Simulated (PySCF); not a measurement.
A structure optimised at B3LYP-D3(BJ)/def2-TZVP, used in a PySCF frequency run:

```xyz
5

Al     0.0000     0.0000     0.0000
O     -0.0626    -1.6012     0.0000
H      0.3233    -2.4784     0.0000
O      0.0626     1.6012     0.0000
H     -0.3233     2.4784     0.0000
```
Charge +1, spin multiplicity 1.

**Question.** Write its SMILES, formula and point group.

**Answer.** [OH][Al+][OH], AlH₂O₂, C2h

**Question.** What are its rotational constants (standard atomic weights)?

**Answer.** 1635.0, 5.3512, 5.3337 GHz
